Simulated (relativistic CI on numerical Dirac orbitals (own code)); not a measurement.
# Inner-shell lines of Os LXII

Computed by Dirac-Coulomb-Breit CI, orbitals from a KLI potential per configuration, model QED (radiative potential, 1s self-energy scaled to tabulated hydrogen-like ionisation energies), valence Slater integrals scaled by 0.9 (own radial code, finite nucleus).

CI space (outside the closed core 1s2 2s2): 2p⁶3s²3p³, 2p⁵3s²3p³3d, 2p⁵3s²3p³4s, 2p⁵3s²3p³4d, 2p⁶3s3p⁴, 2p⁵3s3p⁴4s. Levels of other configurations are missing.

The table holds the strongest lines. The upper levels have an inner-shell vacancy. Auger decay, open to those above the ionisation limit, is not computed, and radiative decays to configurations outside the model are missing too. Absolute energies can be off by a few tenths of a per cent, and at this charge the scaling can make term splittings too narrow, so close lines can change order. LS names give the leading component, which can be well under half, for lower levels too. Brackets number the levels in order of energy.

```csv
λ (Å),Upper,Lower,A (s⁻¹),gA (s⁻¹)
1.31057,2p⁵3s²3p³3d ⁴P5/2 [90],2p⁶3s²3p³ ⁴S°3/2 [2],1.02e+15,6.12e+15
1.30902,2p⁵3s²3p³3d ²D5/2 [139],2p⁶3s²3p³ ²P°3/2 [8],1.92e+15,1.15e+16
1.30853,2p⁵3s²3p³3d ²D5/2 [37],2p⁶3s²3p³ ²P°3/2 [1],1.86e+15,1.12e+16
1.30851,2p⁵3s²3p³3d ²F7/2 [105],2p⁶3s²3p³ ²D°5/2 [3],1.35e+15,1.08e+16
1.30811,2p⁵3s²3p³3d ²P3/2 [38],2p⁶3s²3p³ ²P°3/2 [1],2.73e+15,1.09e+16
1.30809,2p⁵3s²3p³3d ²P1/2 [112],2p⁶3s²3p³ ²P°1/2 [4],2.86e+15,5.72e+15
1.30797,2p⁵3s²3p³3d ⁴P5/2 [102],2p⁶3s²3p³ ⁴S°3/2 [2],1.02e+15,6.14e+15
1.3078,2p⁵3s²3p³3d ²D3/2 [113],2p⁶3s²3p³ ²P°1/2 [4],2.66e+15,1.06e+16
1.30732,2p⁵3s²3p³3d ²D5/2 [109],2p⁶3s²3p³ ²D°5/2 [3],1.67e+15,1.00e+16
1.30698,2p⁵3s²3p³3d ⁴P3/2 [104],2p⁶3s²3p³ ⁴S°3/2 [2],2.30e+15,9.20e+15
1.30696,2p⁵3s²3p³3d ²P3/2 [140],2p⁶3s²3p³ ²P°3/2 [8],2.89e+15,1.15e+16
1.30689,2p⁵3s²3p³3d ²P3/2 [111],2p⁶3s²3p³ ²D°5/2 [3],2.55e+15,1.02e+16
1.3053,2p⁵3s²3p³3d ²D5/2 [144],2p⁶3s²3p³ ²P°3/2 [8],9.61e+14,5.77e+15
1.30495,2p⁵3s²3p³3d ²F7/2 [115],2p⁶3s²3p³ ²D°5/2 [3],7.59e+14,6.07e+15
1.13656,2p⁵3s²3p³3d ²F7/2 [169],2p⁶3s²3p³ ²D°5/2 [3],1.31e+15,1.05e+16
1.13637,2p⁵3s²3p³3d ⁴P3/2 [167],2p⁶3s²3p³ ⁴S°3/2 [2],1.43e+15,5.71e+15
1.13617,2p⁵3s²3p³3d ²D3/2 [149],2p⁶3s²3p³ ²P°3/2 [1],1.71e+15,6.82e+15
1.13579,2p⁵3s²3p³3d ²D5/2 [150],2p⁶3s²3p³ ²P°3/2 [1],1.76e+15,1.06e+16
1.13456,2p⁵3s²3p³3d ²D5/2 [207],2p⁶3s²3p³ ²P°3/2 [8],1.77e+15,1.06e+16
1.13441,2p⁵3s²3p³3d ²D3/2 [208],2p⁶3s²3p³ ²P°3/2 [8],1.74e+15,6.98e+15
```
